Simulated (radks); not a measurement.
Coherent X-ray form factor from a spherical all-electron density. Calculated with a radial shooting solver on a logarithmic mesh with Libxc functionals: scalar-relativistic Kohn-Sham, r2SCAN, spin-polarised, spherical densities, finite nucleus; meta-GGA in the generalised Kohn-Sham scheme; Fermi nuclear charge, rms radius of each element as measured or else 0.836 A^(1/3) + 0.57 fm.

sin(theta)/lambda (1/angstrom),f0 (electrons)
0.05,67.422
0.1,65.767
0.15,63.247
0.2,60.147
0.25,56.754
0.3,53.307
0.4,46.846
0.5,41.316
0.6,36.670
0.8,29.324
1,23.954
1.25,19.480
1.5,16.719
2,13.223

The species is in the configuration that NIST lists as its ground one. Which atom or ion scatters so?

Answer. The lutetium ion Lu3+, [Xe] 4f14. Extrapolating in s^2 from the first two rows gives f0(0) = 68.0, near the electron count 68; among species with that count, the fall with angle is slower the higher Z, and the table is that of Z = 71; from so few rows the species is fixed only to a neighbour or two.
